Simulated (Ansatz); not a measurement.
Computed with Ansatz on PBE0-D4/def2-TZVP structures; ΔE is electronic, products minus reactants. CCSD(T)/CBS adds triple-zeta CCSD(T) − MP2 to the extrapolated MP2 energy (def2 sets, frozen cores). Functionals use def2-TZVPP. B3LYP here is the variant with VWN-RPA as its local correlation; programs differ in this. For Ge outer-core shells are correlated without core-valence functions, which leaves a few kJ/mol of doubt a bond. Scalar relativity is left out up to krypton. Each species was taken in one conformer, which may not be the lowest.

Consider the redistribution: `[CH3][GeH]([OH])[Cl]` + `B[SiH2]COC` → `C[O][Ge]([CH3])([OH])[Cl]` + `B[SiH2]C`.

`[CH3][GeH]([OH])[Cl]`:

```xyz
9

C    -0.107    0.912    0.857
Ge   -0.011   -0.165   -0.748
O    -0.681   -1.785   -0.504
Cl    2.086   -0.382   -1.241
H     0.315    1.899    0.669
H    -1.148    1.016    1.168
H     0.460    0.433    1.656
H    -0.735    0.381   -1.980
H    -0.179   -2.309    0.124
```

`B[SiH2]COC`:

Cartesian coordinates in Å:
```
B -2.661 1.299 0.269
Si -1.192 0.450 -0.808
C 0.277 -0.095 0.249
O 1.264 -0.679 -0.564
C 2.382 -1.105 0.167
H -2.611 1.443 1.456
H -3.648 1.690 -0.283
H -0.729 1.427 -1.838
H -1.752 -0.731 -1.529
H -0.069 -0.804 1.020
H 0.679 0.776 0.794
H 3.091 -1.542 -0.537
H 2.106 -1.863 0.914
H 2.864 -0.266 0.687
```

`C[O][Ge]([CH3])([OH])[Cl]`:

Z-matrix (Å, degrees):
```
C
O 1 1.412
H 1 1.096 2 111.6
H 1 1.092 2 107.7 3 -118.9
H 1 1.096 2 111.7 3 122.1
Ge 2 1.758 1 120.5 3 -63.6
O 6 1.766 2 110.1 1 -54.0
C 6 1.918 2 108.4 1 -176.9
Cl 6 2.165 2 107.8 1 60.4
H 7 0.960 6 112.5 2 101.5
H 8 1.090 6 108.9 2 66.3
H 8 1.089 6 109.7 2 -173.8
H 8 1.089 6 109.4 2 -53.3
```

`B[SiH2]C`:

Cartesian coordinates in Å:
```
B -1.790 -0.482 -0.088
Si 0.211 -0.593 -0.235
C 1.159 0.940 0.285
H -2.373 0.467 0.352
H -2.457 -1.409 -0.446
H 0.551 -0.943 -1.648
H 0.639 -1.758 0.601
H 0.948 1.190 1.327
H 2.236 0.792 0.183
H 0.875 1.797 -0.330
```

| level | ΔE (kJ/mol) | difference from CCSD(T)/CBS |
| --- | --- | --- |
| PBE-D4 | -140.0 | 12.4 |
| r2SCAN-D4 | -150.8 | 1.6 |
| B3LYP-D4 | -145.9 | 6.5 |
| ωB97X-V | -146.1 | 6.3 |
| B2PLYP | -149.2 | 3.2 |
| B3LYP | -141.2 | 11.2 |
| HF/def2-TZVPP | -147.9 | 4.5 |
| MP2/def2-TZVPP | -159.8 | -7.4 |
| CCSD/def2-TZVPP | -151.5 | 0.9 |
| SCS-MP2/def2-QZVPP | -155.1 | -2.7 |
| CCSD(T)/CBS | -152.4 | 0 |

Largest T1 diagnostic among the species: 0.011.

The D4 term adds −4.7 kJ/mol with B3LYP and −2.7 kJ/mol with PBE0; it sums over pairs of atoms, weighted by their polarisabilities, and B3LYP, whose exchange is more repulsive, gets the larger term. In def2-TZVPP, CCSD(T) changes the Hartree–Fock value by −4.4 kJ/mol (the triples alone add −0.9 kJ/mol) and MP2 by −11.9 kJ/mol. From PBE to PBE0 (25 % exact exchange), in def2-TZVPP and without D4, ΔE moves by −4.0 kJ/mol.
